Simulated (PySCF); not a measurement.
Species: C₇H₅O₂ (charge -1).
Bonds: O1–C2 (double), C2–C3, C3–C4 (aromatic), C4–C5 (aromatic), C5–C6 (aromatic), C6–C7 (aromatic), C7–C8 (aromatic), C8–O9, C3–C8 (aromatic). Hydrogens: H10 on C2; H11 on C4; H12 on C5; H13 on C6; H14 on C7.

Method: PBE0-D3(BJ)/def2-SVP geometry optimisation, gas phase in PySCF.

Give the optimised bond lengths and angles.

```json
{"bond": "O1=C2", "length (Å)": "1.227"}
{"bond": "C2–C3", "length (Å)": "1.446"}
{"bond": "C3–C4", "length (Å)": "1.407"}
{"bond": "C4–C5", "length (Å)": "1.382"}
{"bond": "C5–C6", "length (Å)": "1.417"}
{"bond": "C6–C7", "length (Å)": "1.375"}
{"bond": "C7–C8", "length (Å)": "1.458"}
{"bond": "C8–O9", "length (Å)": "1.246"}
{"bond": "C3–C8", "length (Å)": "1.463"}
{"bond": "C2–H10", "length (Å)": "1.119"}
{"bond": "C4–H11", "length (Å)": "1.096"}
{"bond": "C5–H12", "length (Å)": "1.094"}
{"bond": "C6–H13", "length (Å)": "1.097"}
{"bond": "C7–H14", "length (Å)": "1.095"}
```

A selection of angles:
```json
{"angle": "O1–C2–C3", "degrees": "126.8"}
{"angle": "O1–C2–H10", "degrees": "120.5"}
{"angle": "C3–C2–H10", "degrees": "112.7"}
{"angle": "C2–C3–C4", "degrees": "119.3"}
{"angle": "C2–C3–C8", "degrees": "119.0"}
{"angle": "C4–C3–C8", "degrees": "121.7"}
{"angle": "C3–C4–C5", "degrees": "122.2"}
{"angle": "C3–C4–H11", "degrees": "116.3"}
{"angle": "C5–C4–H11", "degrees": "121.5"}
{"angle": "C4–C5–C6", "degrees": "117.9"}
{"angle": "C4–C5–H12", "degrees": "121.4"}
{"angle": "C6–C5–H12", "degrees": "120.7"}
{"angle": "C5–C6–C7", "degrees": "121.8"}
{"angle": "C5–C6–H13", "degrees": "119.0"}
{"angle": "C7–C6–H13", "degrees": "119.1"}
{"angle": "C6–C7–C8", "degrees": "122.8"}
{"angle": "C6–C7–H14", "degrees": "121.2"}
{"angle": "C8–C7–H14", "degrees": "116.0"}
{"angle": "C7–C8–O9", "degrees": "122.2"}
{"angle": "C3–C8–C7", "degrees": "113.6"}
{"angle": "C3–C8–O9", "degrees": "124.2"}
```

Torsions: O1–C2–C3–C4 0° (synperiplanar).

The 9 heavy atoms lie in one plane (0.000 Å rms). C3 (substituted aromatic carbon) is planar (angles 121.7°, 119.3° and 119.0°, sum 360.0°, 0.00 Å off the plane of its three neighbours). Of the pairs four or more bonds apart, O9···H10 is among the closest relative to their van der Waals radii: 2.44 Å, 90 % of the sum of Bondi's values. C7 (aromatic CH carbon) is planar (angles 122.8°, 121.2° and 116.0°, sum 360.0°, 0.00 Å off the plane of its three neighbours). C4 (aromatic CH carbon) is planar (angles 122.2°, 121.5° and 116.3°, sum 360.0°, 0.00 Å off the plane of its three neighbours). The C–C distances run from 1.375 Å (C6–C7, aromatic) to 1.463 Å (C3–C8, aromatic), a spread of 0.088 Å. The 6-membered ring C3–C4–C5–C6–C7–C8 has internal angles of 113.6° to 122.8° (sum 720°, against 720° for a flat polygon); it is planar, 0.00 Å rms from its mean plane, widest ring torsion 0°.

Point group: Cs (tolerance 0.08 Å). Not checked by PBE0-D3(BJ)/def2-SVP frequencies.

One conformer stands for the species.
